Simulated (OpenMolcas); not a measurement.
## Ni4+ in a point-charge field

Ni4+ among 6 point charges of -1.5 e arranged as a tetragonal octahedron (D4h), 2.14 Å from the ion, with the axial distance 2.076 Å.
```
   2.1400    0.0000    0.0000  -1.50
   0.0000    2.1400    0.0000  -1.50
  -2.1400    0.0000    0.0000  -1.50
   0.0000   -2.1400    0.0000  -1.50
   0.0000    0.0000    2.0758  -1.50
   0.0000    0.0000   -2.0758  -1.50
```

```yaml
Program: OpenMolcas 26.06
Method: CASSCF
Basis: ANO-RCC-VDZP [5s4p2d1f]
Scalar_Hamiltonian: DKH2, point nucleus
Active_space: 6 electrons in 5 orbitals (3d)
State_averaging: 2S+1 = 5 even, 5 roots; 2S+1 = 3 even, 45 roots; 2S+1 = 1 even, 50 roots
Spin-orbit_coupling: RASSI with atomic mean-field integrals over the reference wave functions
```

The lowest spin-free states (labels of D4, the rotations of D4h), above the lowest:

```csv
State,Degeneracy,E (cm-1),Free-ion L (%)
5B2,1,0.0,D (100)
5E,2,339.1,D (100)
5B1,1,1282,D (100)
5A1,1,1855,D (100)
3A2,1,28971,H (97)
3E,2,29049,H (97)
3B2,1,29362,H (98)
3E,2,29425,H (99)
3E,2,30176,H (94)
3B1,1,30206,H (100)
3A2,1,30242,H (95)
3A1,1,30275,H (99)
3A2,1,32779,P (75)
3E,2,32933,P (82)
3E,2,34175,F (96)
3B2,1,34224,F (97)
3E,2,34332,F (79)
3A2,1,34453,F (74)
3B1,1,34525,F (100)
3E,2,36815,G (97)
```

The lowest levels with spin-orbit coupling:

| E (cm-1) | Degeneracy | Label | 2S+1 | g |
| --- | --- | --- | --- | --- |
| 0.0 | 2 | E | 5 | 0.00 0.00 7.14 |
| 21.1 | 1 | B2 | 5 |  |
| 72.9 | 1 | A1 | 5 |  |
| 85.7 | 1 | A2 | 5 |  |
| 337.7 | 1 | B1 | 5 |  |
| 414.9 | 2 | E | 5 | 0.00 0.00 0.42 |
| 565.8 | 1 | A1 | 5 |  |
| 908.1 | 2 | E | 5 | 0.00 0.00 5.48 |
| 1023 | 1 | A2 | 5 |  |
| 1060 | 1 | B2 | 5 |  |
| 1220 | 2 | E | 5 | 0.00 0.00 4.41 |
| 2005 | 1 | B1 | 5 |  |
| 2123 | 2 | E | 5 | 0.00 0.00 1.18 |
| 2291 | 1 | A1 | 5 |  |
| 2385 | 1 | A2 | 5 |  |
| 2585 | 1 | B2 | 5 |  |
| 2604 | 1 | B1 | 5 |  |
| 2832 | 2 | E | 5 | 0.00 0.00 3.82 |
| 2916 | 1 | A1 | 5 |  |
| 29144 | 1 | A1 | 3 |  |

Powder χT (cm3 K/mol): 1.89 at 2 K, 2.93 at 10 K, 4.32 at 50 K, 4.7 at 100 K, 4.98 at 200 K, 5.09 at 300 K. The effective moment at 300 K is 2.828 √(χT) = 6.38 μB.

The lowest level has 2S+1 = 5, for which the spin-only value is χT = S(S+1) / 2 = 3.000 cm3 K/mol (g = 2). The computed 5.089 at 300 K differs by +2.089, through orbital momentum, spin-orbit coupling and any other state in reach.

Spin-orbit coupling mixes the spin-free states strongly: the lowest level takes only 48 % from its leading state, 5B2. Without dynamic correlation the repulsion within the d shell is too large (B by tens of per cent), so at a given field states of lower spin stand too high. Point charges give a weaker field than real ligands, and real ions of this kind are often low spin; the high spin found here belongs to the model. The ground term spreads over less than 5000 cm-1, several times less than with real ligands, so orbital moments are less quenched and χT lies further from the spin-only value than at real sites. This is an electrostatic model: the charges have no orbitals. No measured value stands beside these numbers.

The RASSCF and RASSI steps took 24 s on 1 thread of Arm Neoverse V1, with other jobs on the host; the integral step is not counted.

With an even number of electrons the g values are those of a degenerate or nearly degenerate non-Kramers pair.
